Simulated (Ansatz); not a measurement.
W2F4, relaxed as a singlet with RKS r2SCAN-D4/def2-SVP in Ansatz, starting from the GFN1-xTB geometry. Force threshold 0.02 eV/Å.

In the def2 sets W takes a core potential; there is no spin–orbit coupling. The restricted singlet is unstable towards broken spin symmetry at other levels; at r2SCAN-D4/def2-SVP this wasn't settled. At r2SCAN-D4/def2-SVP a triplet of charge 0 lies 0.30 eV below the restricted singlet, each at its own geometry. The structure comes from a short search, and lower isomers may exist.

Start:

Cartesian coordinates in Å:
```
W 1.090 -0.269 0.689
W -0.923 -0.492 -0.801
F 0.389 -0.801 2.256
F -0.714 1.077 -1.862
F 2.367 0.044 -0.535
F -2.208 0.441 0.254
```

| step | energy (eV) | largest force component (eV/Å) | SCF passes |
| --- | --- | --- | --- |
| 1 | -14509.3222 | 5.570 | 52 |
| 2 | -14510.4730 | 3.157 | 33 |
| 3 | -14510.9501 | 0.908 | 37 |
| 4 | -14511.1523 | 0.706 | 29 |
| 5 | -14511.2394 | 0.376 | 35 |
| 6 | -14511.2675 | 0.100 | 29 |
| 7 | -14511.2699 | 0.034 | 23 |
| 8 (rejected) | -14511.2699 | 0.023 | 23 |
| 9 | -14511.2700 | 0.024 | 24 |
| 10 | -14511.2700 | 0.005 | 23 |

Force components are those of the run's own axes.

End:

Cartesian coordinates in Å:
```
W 0.890 0.033 0.639
W -0.890 -0.034 -0.640
F 0.320 -0.924 2.162
F -0.319 0.924 -2.162
F 2.288 -0.083 -0.621
F -2.288 0.084 0.622
```

By distances, no bond broke or formed. The bond that changes most is W1–W2, from 2.51 to 2.19 Å (atoms count from 1).

No frequencies were taken in this run, so the end may be a saddle point.

Run time 34 s (2 threads of AMD EPYC 7R13 on a shared host).
